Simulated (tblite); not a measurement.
A geometry optimisation, step by step.

Compound: C6H7N2O (doublet state).
Atom-mapped SMILES: `[CH2:1]=[N:2][C:3]1=[CH:4][C@@H:5]([CH2:6][NH:7])[C:8]1=[O:9]` (hydrogens: H10, H11 on C1; H12 on C4; H13 on C5; H14, H15 on C6; H16 on N7)
Bond orders are those of one Lewis drawing.

Computed with GFN2-xTB (tblite), gas phase: L-BFGS steps from a force-field or distance-geometry start until the largest atomic force falls under 0.01 eV/Å. 5 of its 110 geometries are shown.

Step 0: E = -710.5338 eV, largest atomic force 5.375 eV/Å
```
atom  x, y, z in Å  |  force x, y, z in eV/Å
C1      3.079    0.365    0.617   -1.285  -0.135  -0.898
N2      2.385    0.077   -0.417   -0.633  -0.081   1.013
C3      0.978    0.000   -0.477    2.747   1.541   0.867
C4      0.046   -0.927   -0.651    0.579  -2.953  -0.086
C5     -1.121   -0.020   -0.570    0.170  -0.141  -2.352
C6     -2.105   -0.207    0.522   -1.996   0.182   1.709
N7     -1.591   -0.079    1.851    0.109  -1.190  -0.416
C8     -0.074    1.036   -0.392    0.412   5.294   0.834
O9     -0.113    2.277   -0.236    0.250  -3.917  -0.509
H10     2.640    0.613    1.603    0.205  -0.213  -0.429
H11     4.163    0.384    0.540   -0.318   0.033  -0.167
H12     0.160   -2.014   -0.774   -0.298   0.622   0.108
H13    -1.573    0.039   -1.590   -0.453   0.153   0.730
H14    -2.660   -1.147    0.323    0.277  -0.061   0.193
H15    -2.873    0.616    0.390    0.680  -0.370   0.305
H16    -1.346   -1.003    2.319   -0.445   1.237  -0.902
```

Step 27: E = -711.1549 eV, largest atomic force 0.076 eV/Å
```
atom  x, y, z in Å  |  force x, y, z in eV/Å
C1      3.081    0.390    0.646   -0.007  -0.003   0.005
N2      2.316    0.063   -0.293    0.007  -0.008   0.051
C3      0.980   -0.018   -0.335    0.027   0.020  -0.068
C4      0.059   -0.968   -0.646    0.009  -0.006   0.019
C5     -1.114   -0.034   -0.647    0.007   0.002  -0.018
C6     -2.150   -0.204    0.529    0.010   0.008   0.019
N7     -1.545   -0.092    1.772   -0.028   0.022   0.063
C8     -0.067    1.058   -0.378    0.038  -0.013   0.011
O9     -0.068    2.245   -0.287    0.001   0.001  -0.007
H10     2.757    0.554    1.674    0.009  -0.014  -0.008
H11     4.135    0.499    0.430   -0.025   0.005  -0.013
H12     0.107   -2.035   -0.758    0.035   0.012   0.010
H13    -1.684    0.053   -1.573   -0.030  -0.003  -0.020
H14    -2.672   -1.155    0.333   -0.048  -0.003   0.006
H15    -2.832    0.648    0.413   -0.023  -0.010   0.003
H16    -1.310   -0.994    2.180    0.017  -0.010  -0.051
```

Step 54: E = -711.2369 eV, largest atomic force 0.118 eV/Å
```
atom  x, y, z in Å  |  force x, y, z in eV/Å
C1      3.087    0.369    0.651   -0.017  -0.013   0.002
N2      2.308    0.128   -0.301    0.015  -0.008  -0.001
C3      0.968    0.009   -0.319    0.015   0.010   0.005
C4      0.060   -0.977   -0.511    0.011   0.002   0.000
C5     -1.137   -0.052   -0.615   -0.013  -0.011   0.009
C6     -2.190   -0.159    0.508    0.017   0.022  -0.006
N7     -1.755   -0.363    1.810    0.045  -0.085  -0.015
C8     -0.090    1.064   -0.415   -0.022  -0.002   0.055
O9     -0.118    2.253   -0.336   -0.003  -0.053  -0.023
H10     2.783    0.431    1.697    0.023   0.013  -0.012
H11     4.135    0.510    0.424   -0.037  -0.007   0.012
H12     0.133   -2.049   -0.533   -0.004   0.061  -0.023
H13    -1.649   -0.015   -1.581    0.053  -0.028  -0.018
H14    -2.840   -1.014    0.225   -0.007   0.030   0.085
H15    -2.848    0.722    0.504   -0.011   0.001   0.001
H16    -0.857   -0.850    1.850   -0.066   0.067  -0.072
```

Step 82: E = -711.2452 eV, largest atomic force 0.026 eV/Å
```
atom  x, y, z in Å  |  force x, y, z in eV/Å
C1      3.076    0.368    0.666    0.002  -0.002   0.005
N2      2.304    0.130   -0.292    0.007   0.010   0.006
C3      0.963    0.015   -0.318    0.002   0.002   0.008
C4      0.064   -0.979   -0.508    0.005  -0.010   0.002
C5     -1.143   -0.068   -0.619    0.000   0.000  -0.003
C6     -2.187   -0.168    0.506    0.007   0.014  -0.002
N7     -1.747   -0.461    1.790   -0.008   0.003  -0.010
C8     -0.104    1.058   -0.423   -0.013  -0.022  -0.001
O9     -0.147    2.247   -0.357    0.006   0.000  -0.005
H10     2.769    0.444    1.711   -0.004   0.004  -0.017
H11     4.128    0.495    0.447   -0.017   0.000   0.005
H12     0.146   -2.048   -0.537    0.007  -0.019  -0.002
H13    -1.641   -0.051   -1.592   -0.003   0.017  -0.005
H14    -2.927   -0.947    0.233    0.010   0.013   0.004
H15    -2.782    0.759    0.552   -0.011  -0.005   0.015
H16    -0.781   -0.786    1.801    0.010  -0.007  -0.001
```

Step 109: E = -711.2468 eV, largest atomic force 0.005 eV/Å
```
atom  x, y, z in Å  |  force x, y, z in eV/Å
C1      3.039    0.388    0.688    0.003   0.002   0.002
N2      2.302    0.091   -0.281    0.000  -0.005   0.001
C3      0.960   -0.011   -0.332    0.000   0.000   0.003
C4      0.052   -0.994   -0.540    0.000   0.002   0.001
C5     -1.147   -0.068   -0.630   -0.001   0.002   0.000
C6     -2.160   -0.155    0.524    0.002   0.001  -0.001
N7     -1.689   -0.473    1.791   -0.004  -0.003   0.000
C8     -0.094    1.044   -0.442    0.000  -0.002  -0.001
O9     -0.120    2.236   -0.394    0.001   0.002  -0.002
H10     2.692    0.525    1.714    0.000   0.002  -0.003
H11     4.098    0.503    0.502    0.000  -0.001  -0.002
H12     0.124   -2.064   -0.579    0.001   0.001  -0.001
H13    -1.667   -0.039   -1.590    0.000   0.001   0.000
H14    -2.925   -0.914    0.264    0.000  -0.001  -0.002
H15    -2.733    0.784    0.599   -0.004   0.000   0.001
H16    -0.741   -0.845    1.765    0.002  -0.002   0.003
```

Q: Summarise the path.

A: The energy falls by 68.79 kJ/mol from step 0 to step 109; nine tenths of that is first reached at step 40. It rises by more than 0.2 meV at steps 39, 42, 45 and 48. The largest force goes from 5.375 to 0.005 eV/Å. Among the bonds N2–C3 changes most, from 1.410 to 1.347 Å; the atoms move by 0.285 Å rms after alignment.

Q: Follow the three bonds and two angles with the largest change from start to end.

A: 
| step | E above end (kJ/mol) | largest force (eV/Å) | N2–C3 (Å) | C8=O9 (Å) | C5–C6 (Å) | C4–C5–H13 (°) | N7–C6–H14 (°) |
| --- | --- | --- | --- | --- | --- | --- | --- |
| 0 | 68.79 | 5.375 | 1.410 | 1.252 | 1.482 | 107.5 | 114.9 |
| 5 | 13.87 | 0.344 | 1.347 | 1.187 | 1.588 | 114.4 | 116.3 |
| 9 | 11.44 | 0.169 | 1.351 | 1.192 | 1.574 | 116.3 | 115.6 |
| 14 | 10.25 | 0.107 | 1.343 | 1.190 | 1.578 | 117.3 | 115.9 |
| 19 | 9.29 | 0.090 | 1.341 | 1.190 | 1.577 | 117.6 | 115.6 |
| 24 | 9.04 | 0.052 | 1.339 | 1.190 | 1.579 | 117.5 | 116.0 |
| 28 | 8.81 | 0.075 | 1.339 | 1.190 | 1.576 | 117.3 | 115.8 |
| 33 | 8.07 | 0.202 | 1.335 | 1.190 | 1.583 | 117.6 | 114.4 |
| 38 | 6.95 | 0.141 | 1.336 | 1.191 | 1.577 | 116.4 | 111.5 |
| 43 | 5.70 | 0.119 | 1.338 | 1.191 | 1.570 | 116.5 | 109.2 |
| 47 | 4.36 | 0.169 | 1.340 | 1.191 | 1.563 | 117.0 | 108.3 |
| 52 | 1.74 | 0.335 | 1.344 | 1.192 | 1.549 | 117.2 | 107.9 |
| 57 | 0.63 | 0.061 | 1.345 | 1.192 | 1.540 | 116.1 | 107.2 |
| 62 | 0.45 | 0.032 | 1.346 | 1.192 | 1.539 | 116.0 | 106.9 |
| 66 | 0.36 | 0.035 | 1.346 | 1.192 | 1.540 | 115.9 | 106.8 |
| 71 | 0.24 | 0.045 | 1.346 | 1.192 | 1.538 | 115.9 | 107.3 |
| 76 | 0.20 | 0.014 | 1.346 | 1.192 | 1.538 | 116.1 | 106.9 |
| 81 | 0.17 | 0.023 | 1.346 | 1.192 | 1.537 | 116.0 | 107.0 |
| 85 | 0.14 | 0.019 | 1.346 | 1.193 | 1.537 | 116.0 | 106.8 |
| 90 | 0.11 | 0.020 | 1.347 | 1.192 | 1.537 | 116.1 | 107.0 |
| 95 | 0.10 | 0.017 | 1.347 | 1.193 | 1.537 | 116.2 | 107.0 |
| 100 | 0.04 | 0.044 | 1.347 | 1.193 | 1.538 | 116.4 | 106.8 |
| 104 | 0.01 | 0.013 | 1.347 | 1.192 | 1.538 | 116.4 | 106.8 |
| 109 | 0.00 | 0.005 | 1.347 | 1.193 | 1.538 | 116.4 | 106.9 |

What follows is the cost of the whole relaxation. On Arm Neoverse V2, one thread, no GPU, shared host, this took 0.57 s.
